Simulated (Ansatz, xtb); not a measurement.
Relaxing a trial structure of CH2Se

The starting geometry of this gas-phase singlet has its atoms placed at random.

```xyz
4

C    -0.3275   -0.9805    0.6839
Se   -0.0208    0.5881   -0.6090
H     0.4396   -0.5673   -0.1106
H    -1.2833   -1.1824    0.1311
```

Question: Guess where an optimisation with r2SCAN-D4/def2-SVP ends from this start.

Answer: It ends as `C=[Se]`. Distances that change by over a tenth: C1–Se2 (2.06 → 1.75 Å). Contacts that open: Se2–H3 (1.34 → 2.51 Å).

The energy falls by 4.86 eV over 10 steps:

| step | E − E(last) (eV) |
| --- | --- |
| 1 | 4.865 |
| 2 | 3.885 |
| 3 | 3.343 |
| 4 | 2.452 |
| 5 | 1.174 |
| 6 | 0.187 |
| 7 | 0.058 |
| 8 | 0.038 |
| 9 | 0.001 |
| 10 | 0.000 |

Final geometry (Å):

```yaml
atoms:
  - { symbol: C, position_ang: [-0.2895, -0.6693, 0.0790] }
  - { symbol: Se, position_ang: [-0.3921, 0.9444, -0.5869] }
  - { symbol: H, position_ang: [0.6745, -1.1679, 0.2570] }
  - { symbol: H, position_ang: [-1.1850, -1.2492, 0.3462] }
```

From the same start GFN2-xTB reaches the same bonding as this run.

From so rough a start the end depends on the optimiser's path, so another program may land elsewhere. No frequencies were run, so the end isn't proven a minimum. Run with Ansatz 0.2.0, 6 s on 1 thread of Intel(R) Xeon(R) 6975P-C (Granite Rapids), on a shared host.
